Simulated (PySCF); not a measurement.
# Electronic absorption of C3H6BP

Compound: C3H6BP.
Structure used (PBE0-D3(BJ)/def2-SVP), in Å, numbered top down from 1:
```xyz
11
C3H6BP angstrom
C     -2.4292    0.7971    0.4338
C     -1.1427    0.1596    0.2411
C     -0.0586   -0.3851    0.0838
B      1.2859   -1.0359   -0.0911
P      2.7628   -0.0795   -0.7737
H     -2.4996    1.2018    1.4564
H     -2.5688    1.6371   -0.2645
H     -3.2590    0.0863    0.2971
H      1.4235   -2.2263    0.0693
H      2.6431    1.1824   -0.1338
H      3.8258   -0.6229   -0.0049
```

The calculation used PySCF 2.14.0, density-fitted response routines, TDDFT PBE0/def2-SVPD, vertical, gas phase, core orbitals frozen in the response.

```json
{"state": "S1", "E (eV)": "3.67", "λ (nm)": "337.7", "ν̃ (cm⁻¹)": "29610", "f": "0.019", "main configurations (H = HOMO, L = LUMO)": "H→L (74%), H-1→L (25%)"}
{"state": "S2", "E (eV)": "4.64", "λ (nm)": "267.5", "ν̃ (cm⁻¹)": "37390", "f": "0.190", "main configurations (H = HOMO, L = LUMO)": "H-1→L (71%), H→L (23%)"}
{"state": "S3", "E (eV)": "5.42", "λ (nm)": "228.6", "ν̃ (cm⁻¹)": "43750", "f": "0.035", "main configurations (H = HOMO, L = LUMO)": "H-2→L (83%)"}
{"state": "S4", "E (eV)": "6.27", "λ (nm)": "197.7", "ν̃ (cm⁻¹)": "50580", "f": "0.018", "main configurations (H = HOMO, L = LUMO)": "H-3→L (48%), H→L+1 (30%)"}
{"state": "S5", "E (eV)": "6.29", "λ (nm)": "197.1", "ν̃ (cm⁻¹)": "50740", "f": "0.062", "main configurations (H = HOMO, L = LUMO)": "H→L+1 (53%), H-3→L (41%)"}
{"state": "S6", "E (eV)": "6.55", "λ (nm)": "189.3", "ν̃ (cm⁻¹)": "52830", "f": "0.018", "main configurations (H = HOMO, L = LUMO)": "H→L+2 (56%), H→L+3 (21%)"}
{"state": "S7", "E (eV)": "6.74", "λ (nm)": "184.0", "ν̃ (cm⁻¹)": "54350", "f": "0.019", "main configurations (H = HOMO, L = LUMO)": "H→L+3 (44%), H-1→L+1 (21%), H→L+4 (19%)"}
{"state": "S8", "E (eV)": "6.89", "λ (nm)": "180.0", "ν̃ (cm⁻¹)": "55560", "f": "0.0031", "main configurations (H = HOMO, L = LUMO)": "H-4→L (79%)"}
{"state": "S9", "E (eV)": "6.98", "λ (nm)": "177.6", "ν̃ (cm⁻¹)": "56300", "f": "0.019", "main configurations (H = HOMO, L = LUMO)": "H→L+4 (24%), H-1→L+2 (17%), H-4→L (15%)"}
{"state": "S10", "E (eV)": "7.09", "λ (nm)": "174.9", "ν̃ (cm⁻¹)": "57170", "f": "0.158", "main configurations (H = HOMO, L = LUMO)": "H-1→L+1 (56%), H→L+2 (17%), H→L+3 (12%)"}
```

Triplets (Tamm–Dancoff): T1 3.06 eV, H→L (98%); T2 3.69 eV, H-1→L (87%), H-2→L (9%); T3 4.12 eV, H-2→L (85%), H-1→L (9%); T4 5.23 eV, H→L+2 (28%), H→L+1 (17%), H-1→L+2 (17%).

The lowest singlet lies at 3.67 eV (338 nm, ultraviolet) and is weak; its leading configuration is HOMO→LUMO (74%). The most intense listed level is S2 at 4.64 eV (267 nm, f = 0.190), 0.96 eV above S1. Löwdin shares by element: HOMO phosphorus 42%, carbon 30% or more, boron 12% (atoms not listed hold the other 16%); LUMO boron 37%, carbon 32% or more, phosphorus 15% (atoms not listed hold the other 16%). Orbital energies (eV): HOMO-3 -9.83, HOMO-2 -8.43, HOMO-1 -7.69, HOMO -7.00, LUMO -1.97, LUMO+1 0.39, LUMO+2 0.67. The listed states span 3.42 eV, and the widest gap between neighbours is 0.96 eV (S1 to S2). The oscillator strengths of these states sum to 0.541; summed over the whole spectrum of an exact calculation they would give the number of electrons, 44 (Thomas–Reiche–Kuhn). The vertical ionisation energy (ΔSCF) is 8.87 eV, 1.78 eV above S10. Singlets were solved by full linear response, triplets in the Tamm–Dancoff approximation.

The run took 1.9 min of wall time on Arm Neoverse N1, one thread (shared host).

One conformer stands for the species.
